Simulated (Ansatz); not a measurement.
Calculated with Ansatz (gas phase, PBE0-D4/def2-TZVP geometries, no zero-point term in ΔE). CCSD(T)/CBS adds triple-zeta CCSD(T) − MP2 to the extrapolated MP2 energy (def2 sets, frozen cores). This one scheme is used for every species. Functionals use def2-TZVPP. B3LYP here is the variant with VWN-RPA as its local correlation; programs differ in this. HSE06 is defined as in plane-wave codes. One conformer a species, not always the lowest.

Consider the ligand exchange at the Al–C bond: `C[O][Al]([CH3])[Cl]` + HCl → `C[O][Al]([Cl])[Cl]` + CH₄.

```json
{"level": "LDA (SPW92)", "ΔE (kJ/mol)": "-138.7", "difference from CCSD(T)/CBS": "15.0"}
{"level": "PBE-D4", "ΔE (kJ/mol)": "-144.9", "difference from CCSD(T)/CBS": "8.8"}
{"level": "revPBE-D4", "ΔE (kJ/mol)": "-145.9", "difference from CCSD(T)/CBS": "7.8"}
{"level": "BLYP-D4", "ΔE (kJ/mol)": "-149.3", "difference from CCSD(T)/CBS": "4.4"}
{"level": "r2SCAN-D4", "ΔE (kJ/mol)": "-156.1", "difference from CCSD(T)/CBS": "-2.4"}
{"level": "B97M-V", "ΔE (kJ/mol)": "-157.5", "difference from CCSD(T)/CBS": "-3.8"}
{"level": "PBE0-D4", "ΔE (kJ/mol)": "-150.0", "difference from CCSD(T)/CBS": "3.7"}
{"level": "B3LYP-D4", "ΔE (kJ/mol)": "-153.2", "difference from CCSD(T)/CBS": "0.5"}
{"level": "r2SCANh-D4", "ΔE (kJ/mol)": "-156.7", "difference from CCSD(T)/CBS": "-3.0"}
{"level": "r2SCAN0-D4", "ΔE (kJ/mol)": "-157.6", "difference from CCSD(T)/CBS": "-3.9"}
{"level": "HSE06-D4", "ΔE (kJ/mol)": "-150.1", "difference from CCSD(T)/CBS": "3.6"}
{"level": "CAM-B3LYP-D4", "ΔE (kJ/mol)": "-152.9", "difference from CCSD(T)/CBS": "0.8"}
{"level": "ωB97X-V", "ΔE (kJ/mol)": "-152.8", "difference from CCSD(T)/CBS": "0.9"}
{"level": "ωB97M-V", "ΔE (kJ/mol)": "-150.8", "difference from CCSD(T)/CBS": "2.9"}
{"level": "B2PLYP", "ΔE (kJ/mol)": "-155.4", "difference from CCSD(T)/CBS": "-1.7"}
{"level": "PBE-QIDH", "ΔE (kJ/mol)": "-155.3", "difference from CCSD(T)/CBS": "-1.6"}
{"level": "PBE", "ΔE (kJ/mol)": "-145.1", "difference from CCSD(T)/CBS": "8.6"}
{"level": "revPBE", "ΔE (kJ/mol)": "-146.9", "difference from CCSD(T)/CBS": "6.8"}
{"level": "BLYP", "ΔE (kJ/mol)": "-149.7", "difference from CCSD(T)/CBS": "4.0"}
{"level": "r2SCAN", "ΔE (kJ/mol)": "-156.4", "difference from CCSD(T)/CBS": "-2.7"}
{"level": "PBE0", "ΔE (kJ/mol)": "-150.2", "difference from CCSD(T)/CBS": "3.5"}
{"level": "B3LYP", "ΔE (kJ/mol)": "-153.4", "difference from CCSD(T)/CBS": "0.3"}
{"level": "r2SCANh", "ΔE (kJ/mol)": "-157.0", "difference from CCSD(T)/CBS": "-3.3"}
{"level": "HSE06", "ΔE (kJ/mol)": "-150.3", "difference from CCSD(T)/CBS": "3.4"}
{"level": "BHLYP", "ΔE (kJ/mol)": "-159.8", "difference from CCSD(T)/CBS": "-6.1"}
{"level": "CAM-B3LYP", "ΔE (kJ/mol)": "-153.0", "difference from CCSD(T)/CBS": "0.7"}
{"level": "LC-ωPBE", "ΔE (kJ/mol)": "-150.6", "difference from CCSD(T)/CBS": "3.1"}
{"level": "HF/def2-SVP", "ΔE (kJ/mol)": "-172.2", "difference from CCSD(T)/CBS": "-18.5"}
{"level": "MP2/def2-SVP", "ΔE (kJ/mol)": "-162.3", "difference from CCSD(T)/CBS": "-8.6"}
{"level": "CCSD/def2-SVP", "ΔE (kJ/mol)": "-159.9", "difference from CCSD(T)/CBS": "-6.2"}
{"level": "CCSD(T)/def2-SVP", "ΔE (kJ/mol)": "-158.8", "difference from CCSD(T)/CBS": "-5.1"}
{"level": "MP2/def2-TZVPP", "ΔE (kJ/mol)": "-156.1", "difference from CCSD(T)/CBS": "-2.4"}
{"level": "SCS-MP2/def2-TZVPP", "ΔE (kJ/mol)": "-156.5", "difference from CCSD(T)/CBS": "-2.8"}
{"level": "CCSD/def2-TZVPP", "ΔE (kJ/mol)": "-152.9", "difference from CCSD(T)/CBS": "0.8"}
{"level": "CCSD(T)/def2-TZVPP", "ΔE (kJ/mol)": "-151.4", "difference from CCSD(T)/CBS": "2.3"}
{"level": "HF/def2-QZVPP", "ΔE (kJ/mol)": "-169.8", "difference from CCSD(T)/CBS": "-16.1"}
{"level": "MP2/def2-QZVPP", "ΔE (kJ/mol)": "-157.4", "difference from CCSD(T)/CBS": "-3.7"}
{"level": "SCS-MP2/def2-QZVPP", "ΔE (kJ/mol)": "-158.0", "difference from CCSD(T)/CBS": "-4.3"}
{"level": "MP2/CBS(def2)", "ΔE (kJ/mol)": "-158.4", "difference from CCSD(T)/CBS": "-4.7"}
{"level": "CCSD/CBS(def2)", "ΔE (kJ/mol)": "-155.3", "difference from CCSD(T)/CBS": "-1.6"}
{"level": "CCSD(T)/CBS", "ΔE (kJ/mol)": "-153.7", "difference from CCSD(T)/CBS": "0"}
```

Largest T1 diagnostic among the species: 0.011.

In def2-TZVPP, CCSD(T) changes the Hartree–Fock value by +18.5 kJ/mol (the triples alone add +1.5 kJ/mol) and MP2 by +13.9 kJ/mol. From PBE to PBE0 (25 % exact exchange), in def2-TZVPP and without D4, ΔE moves by −5.1 kJ/mol.

CCSD(T)/CBS has its own doubt, a few kJ/mol and more with outer-core shells, so smaller differences from it don't rank the levels.
